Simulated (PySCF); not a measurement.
## GeC: energy against distance

Set-up: basis Ge aug-pcseg-1, C aug-pcseg-1; no relativity; PySCF 2.14. Energies in eV from Ge + C in their ground configurations at the same level. State: ³Π (triplet), unpaired electrons σ ↑, π ↑.

All columns are PBE0. A positive dipole means Ge(−)C(+).

```json
{"R (Å)": "1.556", "E (eV)": "-2.489", "μ (D)": "-1.32", "Mulliken charge on Ge (basis-dependent)": "0.43", "HOMO (eV)": "-7.11", "LUMO (eV)": "-4.59", "Mayer bond order": "2.08", "⟨S²⟩": "2.02"}
{"R (Å)": "1.628", "E (eV)": "-3.176", "μ (D)": "-1.50", "Mulliken charge on Ge (basis-dependent)": "0.43", "HOMO (eV)": "-6.87", "LUMO (eV)": "-4.42", "Mayer bond order": "2.06", "⟨S²⟩": "2.02"}
{"R (Å)": "1.700", "E (eV)": "-3.553", "μ (D)": "-1.67", "Mulliken charge on Ge (basis-dependent)": "0.44", "HOMO (eV)": "-6.64", "LUMO (eV)": "-4.28", "Mayer bond order": "2.03", "⟨S²⟩": "2.03"}
{"R (Å)": "1.755", "E (eV)": "-3.684", "μ (D)": "-1.80", "Mulliken charge on Ge (basis-dependent)": "0.45", "HOMO (eV)": "-6.49", "LUMO (eV)": "-4.18", "Mayer bond order": "2.00", "⟨S²⟩": "2.04"}
{"R (Å)": "1.809", "E (eV)": "-3.718", "μ (D)": "-1.91", "Mulliken charge on Ge (basis-dependent)": "0.46", "HOMO (eV)": "-6.34", "LUMO (eV)": "-4.10", "Mayer bond order": "1.97", "⟨S²⟩": "2.06"}
{"R (Å)": "1.863", "E (eV)": "-3.681", "μ (D)": "-2.00", "Mulliken charge on Ge (basis-dependent)": "0.46", "HOMO (eV)": "-6.20", "LUMO (eV)": "-4.02", "Mayer bond order": "1.91", "⟨S²⟩": "2.10"}
{"R (Å)": "1.936", "E (eV)": "-3.552", "μ (D)": "-2.10", "Mulliken charge on Ge (basis-dependent)": "0.47", "HOMO (eV)": "-6.05", "LUMO (eV)": "-3.94", "Mayer bond order": "1.80", "⟨S²⟩": "2.18"}
{"R (Å)": "2.026", "E (eV)": "-3.319", "μ (D)": "-2.18", "Mulliken charge on Ge (basis-dependent)": "0.47", "HOMO (eV)": "-5.92", "LUMO (eV)": "-3.86", "Mayer bond order": "1.62", "⟨S²⟩": "2.31"}
{"R (Å)": "2.135", "E (eV)": "-2.992", "μ (D)": "-2.31", "Mulliken charge on Ge (basis-dependent)": "0.46", "HOMO (eV)": "-5.84", "LUMO (eV)": "-3.79", "Mayer bond order": "1.40", "⟨S²⟩": "2.47"}
{"R (Å)": "2.279", "E (eV)": "-2.540", "μ (D)": "-2.55", "Mulliken charge on Ge (basis-dependent)": "0.44", "HOMO (eV)": "-5.83", "LUMO (eV)": "-3.74", "Mayer bond order": "1.20", "⟨S²⟩": "2.63"}
```

A fit through these points gives, at Re = 1.805 Å, μ = -1.90 D and dμ/dR = -1.93 D/Å; the reduced mass is 10.32 u.

Q: How strong is the fundamental in the double-harmonic approximation, I = 42.26·(dμ/dR)²/μred km/mol?

A: I = 42.26·(-1.93)²/10.32 = 15.3 km/mol at PBE0.

⟨S²⟩ of the unrestricted solution departs from its pure value on part of the curve, where spin states mix. Spin–orbit coupling is left out. The state was picked by a PBE0 search and need not be the measured ground state.
